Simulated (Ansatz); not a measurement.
C2H2O2, SMILES `O=C1CO1` (charge 0, multiplicity 1).

Level of theory: r2SCAN/cc-pVTZ // B3LYP-D3(BJ)/def2-TZVP run with Ansatz (an electronic-structure program).

Ansatz 0.2 input:
```yaml
crystal:
  periodic: [false, false, false]
  atoms:
    - { symbol: O, position_ang: [1.942948, 0.193324, 0.301034] }
    - { symbol: C, position_ang: [0.820816, -0.028207, -0.004081] }
    - { symbol: C, position_ang: [-0.614614, 0.109181, 0.108247] }
    - { symbol: O, position_ang: [0.14874, -0.752243, -0.893223] }
    - { symbol: H, position_ang: [-1.170324, -0.468925, 0.83662] }
    - { symbol: H, position_ang: [-1.127564, 0.946872, -0.348597] }
basis:
  gaussian: { orbitals: cc-pVTZ }
hamiltonian:
  xc: r2scan
```

Output:

```
Functional definition: r2SCAN
782 factors; their error is unknown
mean field evaluation 1: about -6193.8143 eV, gradient 5.1e1 eV
mean field evaluation 2: about -6187.7616 eV, gradient 7.8e1 eV
mean field evaluation 4: about -6198.2122 eV, gradient 5.8e0 eV
mean field evaluation 8: about -6198.2726 eV, gradient 2.7e-1 eV
mean field evaluation 16: about -6198.2492 eV, gradient 3.6e-5 eV
mean field -6198.24919538 eV, -227.7814566059 hartree, gradient 3.6e-5 eV, S^2 0.000000; 0 other end points of the search recorded, 0 dependent functions left out
reference -6198.24920202 eV, -227.7814568501 hartree; 15, 15 occupied and 133, 133 virtual orbitals, 782 factors
Total energy: -6198.24920202 eV, -227.7814568501 hartree
```
